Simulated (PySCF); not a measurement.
## `C[C@@H]1O[C@H](F)C[C@@H]1Cl`, C$_{5}$H$_{8}$ClFO

Geometry:
| atom | x (Å) | y (Å) | z (Å) |
| --- | --- | --- | --- |
| C1 | 1.703 | -0.007 | 0.597 |
| C2 | 0.764 | -0.492 | -0.501 |
| O3 | 0.312 | 0.579 | -1.330 |
| C4 | -0.773 | 1.179 | -0.739 |
| F5 | -0.367 | 2.254 | 0.037 |
| C6 | -1.463 | 0.141 | 0.162 |
| C7 | -0.561 | -1.088 | 0.019 |
| Cl8 | -0.393 | -1.994 | 1.532 |
| H9 | 1.187 | 0.657 | 1.285 |
| H10 | 2.524 | 0.539 | 0.140 |
| H11 | 2.101 | -0.854 | 1.149 |
| H12 | 1.290 | -1.183 | -1.165 |
| H13 | -1.409 | 1.615 | -1.519 |
| H14 | -2.484 | -0.054 | -0.152 |
| H15 | -1.471 | 0.505 | 1.190 |
| H16 | -0.968 | -1.787 | -0.716 |

Method used: PySCF 2.14.0, TDDFT LC-wPBE/def2-SVPD circular dichroism and optical rotation, one conformer, gas phase. Geometry: GFN2-xTB.

**Question.** Draw the ECD and absorption spectra from the lowest 16 states, each a Gaussian of half-width 0.25 eV at 1/e height.

**Answer.** 
| E (eV) | λ (nm) | Δε (L mol⁻¹ cm⁻¹) | ε (L mol⁻¹ cm⁻¹) |
| --- | --- | --- | --- |
| 7.18 | 173 | 0.00 | 1.36 |
| 7.28 | 170 | +0.01 | 6.12 |
| 7.38 | 168 | 0.00 | 20.2 |
| 7.48 | 166 | -0.04 | 48.9 |
| 7.58 | 164 | -0.16 | 86.9 |
| 7.68 | 161 | -0.32 | 113 |
| 7.78 | 159 | -0.41 | 108 |
| 7.88 | 157 | -0.36 | 75.8 |
| 7.98 | 155 | -0.22 | 39 |
| 8.08 | 153 | -0.10 | 14.8 |
| 8.18 | 152 | -0.09 | 4.76 |
| 8.28 | 150 | -0.29 | 4.81 |
| 8.38 | 148 | -1.00 | 18 |
| 8.48 | 146 | -2.57 | 69.1 |
| 8.58 | 144 | -4.74 | 235 |
| 8.68 | 143 | -6.07 | 677 |
| 8.78 | 141 | -4.96 | 1570 |
| 8.88 | 140 | -1.62 | 2830 |
| 8.98 | 138 | +1.81 | 3860 |
| 9.08 | 137 | +3.55 | 4060 |
| 9.18 | 135 | +4.21 | 3540 |
| 9.28 | 134 | +6.17 | 3180 |
| 9.38 | 132 | +11.04 | 3660 |
| 9.48 | 131 | +17.33 | 4860 |
| 9.58 | 129 | +21.88 | 6230 |
| 9.68 | 128 | +24.84 | 7320 |
| 9.78 | 127 | +29.76 | 7910 |
| 9.88 | 125 | +35.80 | 7900 |
| 9.98 | 124 | +34.28 | 7480 |
| 10.08 | 123 | +17.82 | 6960 |
| 10.18 | 122 | -8.31 | 6280 |

Δε uses R in velocity form, ε uses f in length form. Only the states computed contribute, so the short-wavelength end is incomplete.

The sign of the CD band at 131 nm isn't settled: the length form gives the opposite one.
